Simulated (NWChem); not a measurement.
System: C3H7FSi; SMILES FC(=C)C[SiH3]

Input file for NWChem:

```
start job
memory heap 200 mb stack 900 mb global 1100 mb
geometry units angstroms noautoz
  C      1.024235    -1.969033    -0.295807
  C      0.136741    -1.033303     0.028458
  F     -1.154034    -1.171712    -0.382712
  C      0.344582     0.234160     0.788012
  Si    -0.110276     1.803236    -0.205343
  H      0.732925    -2.834556    -0.879872
  H      2.056458    -1.881800     0.021263
  H      1.389463     0.304498     1.107961
  H     -0.273936     0.229007     1.696973
  H      0.525102     1.759173    -1.548316
  H     -1.580374     1.935817    -0.364095
  H      0.395612     2.994079     0.531096
end
basis spherical
  * library 6-31g*
end
dft
  xc xpbe96 cpbe96
  iterations 150
  vectors input atomic output neutral.movecs
end
task dft energy
charge 1
dft
  odft
  mult 2
  vectors input atomic output cation.movecs
end
task dft energy
```

Output (shortened):

```
             Northwest Computational Chemistry Package (NWChem) 7.3.0
             --------------------------------------------------------

 C1  symmetry detected

                             Geometry "geometry" -> ""
                             -------------------------

 Output coordinates in angstroms (scale by  1.889725989 to convert to a.u.)

  No.       Tag          Charge          X              Y              Z
 ---- ---------------- ---------- -------------- -------------- --------------
    1 C                    6.0000     0.79300368     2.05676594     0.39926896
    2 C                    6.0000     0.08832306     1.04806386    -0.10504183
    3 F                    9.0000    -1.27173894     1.11106637    -0.08095947
    4 C                    6.0000     0.57439591    -0.23116258    -0.69993301
    5 Si                  14.0000    -0.05376141    -1.78705747     0.21672338
    6 H                    1.0000     0.29953867     2.92236923     0.82628972
    7 H                    1.0000     1.87597877     2.03023178     0.38987790
    8 H                    1.0000     1.66934775    -0.24007659    -0.70952984
    9 H                    1.0000     0.23966281    -0.30670980    -1.74446522
   10 H                    1.0000     0.17129199    -1.64369331     1.67892067
   11 H                    1.0000    -1.49858659    -2.01708134    -0.03534260
   12 H                    1.0000     0.70674096    -2.96783604    -0.27700754

 Effective nuclear repulsion energy (a.u.)     219.2978718973

  pbe96 is a nonlocal functional; adding pw91lda local functional.

                                 NWChem DFT Module
                                 -----------------

 Summary of "ao basis" -> "ao basis" (spherical)
 ------------------------------------------------------------------------------
       Tag                 Description            Shells   Functions and Types
 ---------------- ------------------------------  ------  ---------------------
 C                           6-31g*                  6       14   3s2p1d
 F                           6-31g*                  6       14   3s2p1d
 Si                          6-31g*                  8       18   4s3p1d
 H                           6-31g*                  2        2   2s

            General Information
            -------------------
          SCF calculation type: DFT
          Wavefunction type:  closed shell.
          No. of atoms     :    12
          No. of electrons :    48
           Alpha electrons :    24
            Beta electrons :    24
          Charge           :     0
          Spin multiplicity:     1
          Use of symmetry is: off; symmetry adaption is: off
          Maximum number of iterations: 150
          AO basis - number of functions:    88
                     number of shells:    46
          Convergence on energy requested:  1.00D-06
          Convergence on density requested:  1.00D-05
          Convergence on gradient requested:  5.00D-04

              XC Information
              --------------
          PerdewBurkeErnzerhof Exchange Functional  1.000
            Perdew 1991 LDA Correlation Functional  1.000 local
           PerdewBurkeErnz. Correlation Functional  1.000 non-local

             Grid Information
             ----------------
          Grid used for XC integration:  medium
          Radial quadrature: Mura-Knowles
          Angular quadrature: Lebedev.
          Tag              B.-S. Rad. Rad. Pts. Rad. Cut. Ang. Pts.
          ---              ---------- --------- --------- ---------
          C                   0.70       49          12.0       434
          F                   0.50       49          11.0       434
          Si                  1.10       88          11.0       590
          H                   0.35       45          13.0       434
          Grid pruning is: on
          Number of quadrature shells:   599
          Spatial weights used:  Erf1

      Superposition of Atomic Density Guess
      -------------------------------------

 Sum of atomic energies:        -504.65802976

      Non-variational initial energy
      ------------------------------

 Total energy =    -507.045934
 1-e energy   =   -1130.761881
 2-e energy   =     404.418076
 HOMO         =      -0.264123
 LUMO         =       0.061145

   convergence    iter        energy       DeltaE   RMS-Dens  Diis-err
 ---------------- ----- ----------------- --------- --------- ---------
 d= 0,ls=0.0,diis     1   -507.3115643503 -7.27D+02  1.47D-02  7.20D-01
 d= 0,ls=0.0,diis     2   -507.2038839356  1.08D-01  9.71D-03  1.79D+00
 d= 0,ls=0.0,diis     3   -507.3799508754 -1.76D-01  3.66D-03  9.87D-02
 d= 0,ls=0.0,diis     4   -507.3871309827 -7.18D-03  1.78D-03  4.28D-02
 d= 0,ls=0.0,diis     5   -507.3926290179 -5.50D-03  3.47D-04  1.57D-03
  Resetting Diis
 d= 0,ls=0.0,diis     6   -507.3927700751 -1.41D-04  1.11D-04  1.28D-04
 d= 0,ls=0.0,diis     7   -507.3927864289 -1.64D-05  6.45D-05  9.07D-06
 d= 0,ls=0.0,diis     8   -507.3927842202  2.21D-06  4.15D-05  2.75D-05
 d= 0,ls=0.0,diis     9   -507.3927875753 -3.36D-06  7.87D-06  6.55D-07
 d= 0,ls=0.0,diis    10   -507.3927876434 -6.80D-08  2.39D-06  6.98D-08

         Total DFT energy =     -507.392787643372
      One electron energy =    -1134.521911731407
           Coulomb energy =      457.665535444912
    Exchange-Corr. energy =      -49.834283254188
 Nuclear repulsion energy =      219.297871897311

 Numeric. integr. density =       48.000002789158

                       DFT Final Molecular Orbital Analysis
                       ------------------------------------

[...]
```

Level: PBE/6-31G* (spherical d), vertical spin-unrestricted ions. All runs use the structure optimised with B3LYP/6-31G* (spherical d).
